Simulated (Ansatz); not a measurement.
Two isomers of CH7BGeO: A = `B[O][GeH2][CH3]`, B = `BO[CH2][GeH3]`.

Isolated molecules relaxed with PBE0-D4/def2-TZVP in Ansatz; ΔE leaves out vibrations. CCSD(T)/CBS adds triple-zeta CCSD(T) − MP2 to the extrapolated MP2 energy (def2 sets, frozen cores). DFT in def2-TZVPP. B3LYP here is the variant with VWN-RPA as its local correlation; programs differ in this. For Ge outer-core shells are correlated without core-valence functions, which leaves a few kJ/mol of doubt a bond. Scalar relativity is left out up to krypton. One conformer a species, not always the lowest.

(1) Which isomer does CCSD(T)/CBS put lower? Give the gap. (Estimate.)

(2) Give E(B) − E(A) in kcal/mol with B3LYP, ωB97M-V, HF/def2-TZVPP, B2PLYP, CCSD(T)/def2-TZVPP, CCSD/def2-TZVPP, MP2/def2-TZVPP. (An estimate is asked.)

Largest T1 diagnostic: 0.013.

Answers

(1) Computed: A, by 32.8 kcal/mol.

(2) The calculation gave: B3LYP 31.1, ωB97M-V 32.1, HF/def2-TZVPP 34.1, B2PLYP 32.7, CCSD(T)/def2-TZVPP 33.0, CCSD/def2-TZVPP 33.1, MP2/def2-TZVPP 35.0. None reverses the order clearly.

From PBE to PBE0 (25 % exact exchange), in def2-TZVPP and without D4, E(B) − E(A) moves by +1.3 kcal/mol.
